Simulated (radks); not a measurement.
Q: All-electron atom: Co IV in [Ar] 3d6. All-electron calculation, Dirac Kohn-Sham, exchange-only PBE, spin-unpolarised, spherical densities, finite nucleus; open shells fill j = l - 1/2 first; Fermi nuclear charge, rms radius 3.7875 fm. Program: a radial shooting solver on a logarithmic mesh with Libxc functionals. Some entries of the table are withheld. Estimate them.

orbital  occ.  eigenvalue (eV)  r(max) (bohr)
1s1/2       2        -7630.243        0.03678
2s1/2       2        -936.7893         0.2132
2p1/2       2        -817.7707         0.1702
2p3/2       4        -802.9426         0.1728
3s1/2       2        -139.3117            (1)
3p1/2       2              (2)         0.6708
3p3/2       4              (3)         0.6781
3d3/2       4              (4)         0.6530
3d5/2       2              (5)         0.6555

A: 
(1) 3s1/2 r(max) (bohr): 0.6671
(2) 3p1/2 eigenvalue (eV): -103.6633
(3) 3p3/2 eigenvalue (eV): -101.7662
(4) 3d3/2 eigenvalue (eV): -44.0757
(5) 3d5/2 eigenvalue (eV): -43.8558
